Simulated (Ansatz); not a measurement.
System: C3H9F3OSi2, net charge 0, singlet state. SMILES: C[Si](C)(C)O[Si](F)(F)F
Coordinates optimised at B3LYP-D3(BJ)/def2-TZVP (Ansatz, a program for electronic structure):
```
Si
O 1 1.6721
Si 2 1.5829 1 149.83
F 3 1.5760 2 110.66 1 -178.87
F 3 1.5800 4 107.62 2 122.47
F 3 1.5801 4 107.63 5 115.04
C 1 1.8624 2 106.25 3 178.70
H 7 1.0919 1 111.02 2 -60.09
H 7 1.0919 8 107.97 1 -121.92
H 7 1.0926 8 107.90 9 -116.39
C 1 1.8651 2 107.62 3 -61.40
H 11 1.0919 1 111.11 2 -59.55
H 11 1.0922 12 107.84 1 -122.09
H 11 1.0926 12 107.88 13 -116.17
C 1 1.8652 2 107.64 3 58.80
H 15 1.0919 1 111.10 2 59.49
H 15 1.0922 16 107.83 1 122.10
H 15 1.0926 16 107.88 17 116.17
```

Property: atomisation energy (electronic, to ground-state atoms), in kcal/mol. Correlated levels leave the core frozen unless marked. UHF or UKS for open shells. Spin-orbit coupling is left out. Non-relativistic. The coupled-cluster limit lacks core correlation, which all-electron functionals hold. CBS(X,Y): correlation extrapolated as X^-3; Hartree-Fock from the larger set. The bracket is a focal-point correction in the basis named.

```
level                                                                 program  atomisation energy (kcal/mol)  minus last row
-------------------------------------------------------------  --------------  -----------------------------  --------------
HF/aug-cc-pV(T+d)Z                                                     Ansatz                         1374.9          -439.6
revPBE-D3(BJ)/def2-TZVPD                                       Ansatz + dftd3                         1769.2           -45.3
revPBE/def2-TZVPD                                                      Ansatz                         1744.8           -69.7
r2SCAN-D3(BJ)/def2-TZVPD                                       Ansatz + dftd3                         1809.4            -5.1
PBE0/6-31G*                                                            Ansatz                         1773.1           -41.4
PBE0-D3(BJ)/def2-TZVP                                          Ansatz + dftd3                         1795.8           -18.7
PBE0-D4/def2-TZVPD                                             Ansatz + dftd4                         1795.5           -19.0
BHLYP-D4/def2-TZVPD                                            Ansatz + dftd4                         1755.2           -59.3
B2GP-PLYP-D4/def2-TZVPD                                        Ansatz + dftd4                         1787.4           -27.1
B2GP-PLYP/def2-TZVPD                                                   Ansatz                         1782.5           -32.0
RPA@PBE/cc-pV(T+d)Z                                                    Ansatz                         1674.8          -139.7
MP2/cc-pV(T+d)Z                                                        Ansatz                         1805.4            -9.1
RI-MP2/aug-cc-pV(T+d)Z                                                 Ansatz                         1817.8             3.3
RI-MP2/cc-pV(T+d)Z                                                     Ansatz                         1805.2            -9.3
RI-MP2/CBS(cc-pV(T+d)Z,cc-pV(Q+d)Z)                                    Ansatz                         1854.7            40.2
SCS-MP2/STO-3G                                                         Ansatz                         1634.5          -180.0
SCS-MP2/6-31G                                                          Ansatz                         1470.6          -343.9
SCS-MP2/6-31G*                                                         Ansatz                         1667.9          -146.6
CCSD/STO-3G                                                            Ansatz                         1646.8          -167.7
CCSD/6-31G*                                                            Ansatz                         1640.9          -173.6
RI-MP2/CBS(cc-pV(T+d)Z,cc-pV(Q+d)Z)+[CCSD(T)-MP2]/cc-pV(T+d)Z          Ansatz                         1814.5             0.0
```
